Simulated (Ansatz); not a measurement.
A CCSD(T) single point on GeH5NOSi (`[NH]1[SiH2][O][GeH2]1`).

```yaml
crystal:
  periodic: [false, false, false]
  atoms:
    - {symbol: N, position_ang: [-0.124703, -0.469202, 0.901990]}
    - {symbol: Si, position_ang: [-0.799088, 0.945619, 0.175551]}
    - {symbol: O, position_ang: [0.111263, 0.721695, -1.199260]}
    - {symbol: Ge, position_ang: [0.909697, -0.781569, -0.587903]}
    - {symbol: H, position_ang: [-0.233956, -0.960383, 1.769319]}
    - {symbol: H, position_ang: [-2.262692, 0.897924, -0.086920]}
    - {symbol: H, position_ang: [-0.495896, 2.228485, 0.865000]}
    - {symbol: H, position_ang: [0.554189, -2.017984, -1.431501]}
    - {symbol: H, position_ang: [2.429686, -0.610784, -0.423378]}
basis:
  gaussian: {orbitals: def2-SVP}
correlation: {method: ccsd_t, frozen_orbitals: {Ge: 14, H: 0, "N": 1, O: 1, Si: 5}}
```

```sh
$ ansatz run in.yaml --threads 4 --pin off --events-out ev --progress --plain
```

Output of Ansatz, abridged:

```
Functional definition: HF
1007 factors; integrals over basis functions are off by at most 1.3e-3 eV
mean field evaluation 1: about -67919.0488 eV, gradient 4.4e1 eV
mean field evaluation 2: about -67919.0514 eV, gradient 4.4e1 eV
mean field evaluation 4: about -67923.2753 eV, gradient 3.1e0 eV
mean field evaluation 8: about -67923.3071 eV, gradient 1.6e-4 eV
mean field -67923.30712917 eV, -2496.1354969259 hartree, gradient 2.0e-6 eV, S^2 0.000000; 0 other end points of the search recorded, 0 dependent functions left out
21 core orbitals not correlated: weight in the atoms' cores, before any rotation towards them, 0.994 or more for the frozen orbitals, at most 0.005 for the correlated occupied ones
reference -67923.30712917 eV, -2496.1354969259 hartree; 12, 12 occupied and 70, 70 virtual orbitals, 1007 factors
second order -14.65516746 eV of doubles, -0.00000000 eV of singles
cycle   1  -15.10392516 eV  change   -4.5e-1 eV  update   9.8e-2
cycle   2  -15.55267699 eV  change   -4.5e-1 eV  update   2.9e-2
cycle   3  -15.66299662 eV  change   -1.1e-1 eV  update   1.4e-2
cycle   4  -15.65809166 eV  change    4.9e-3 eV  update   2.8e-3
cycle   5  -15.65722708 eV  change    8.6e-4 eV  update   1.1e-3
cycle   6  -15.65761002 eV  change   -3.8e-4 eV  update   3.0e-4
cycle   7  -15.65751609 eV  change    9.4e-5 eV  update   1.1e-4
cycle   8  -15.65747600 eV  change    4.0e-5 eV  update   3.3e-5
cycle   9  -15.65747921 eV  change   -3.2e-6 eV  update   1.1e-5
perturbative correction -0.41946384 eV, -0.0154150120 hartree
Total energy: -67939.38407223 eV, -2496.7263136858 hartree
```

Hardware: 4 threads of a server CPU on a shared host. Wall time 2.1 s, peak host memory 0.35 GiB.

Correlation energy per correlated electron: -0.670 eV. T1 diagnostic: 0.0125.
